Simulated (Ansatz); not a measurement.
System: CHF, net charge 0, singlet state. 
Geometry from a B3LYP-D3(BJ)/def2-TZVP (Ansatz, a first-principles code) optimisation:
SMILES: [CH]F
```xyz
3

C     -0.5669     0.4516    -0.0174
F      0.5297    -0.2636     0.0165
H     -1.3661    -0.3376    -0.0445
```
Charge 0, spin multiplicity 1.

Property: vertical triplet-singlet gap (E(triplet) - E(singlet); each state is the SCF solution reached for its spin; for the singlet the Hartree-Fock reference is unstable and T1 is 0.017), in kcal/mol. Correlated levels leave the core frozen unless marked. Open shells are spin-unrestricted. No spin-orbit coupling. Non-relativistic. Basis-set limits of correlation are two-point, X^-3; Hartree-Fock from the larger set.

| level | program | vertical triplet-singlet gap (kcal/mol) |
|---|---|---|
| r2SCAN/def2-TZVPD | Ansatz | (withheld) |
| SCS-MP2/aug-cc-pVQZ | Ansatz | 24.3 |
| CCSD/def2-SVPD | Ansatz | 16.9 |
| CCSD(T)/CBS(aug-cc-pVTZ,aug-cc-pVQZ) | Ansatz | (withheld) |

Task: Complete the blanks.

Result: 
- r2SCAN/def2-TZVPD, vertical triplet-singlet gap (kcal/mol): 9.5
- CCSD(T)/CBS(aug-cc-pVTZ,aug-cc-pVQZ), vertical triplet-singlet gap (kcal/mol): 21.8
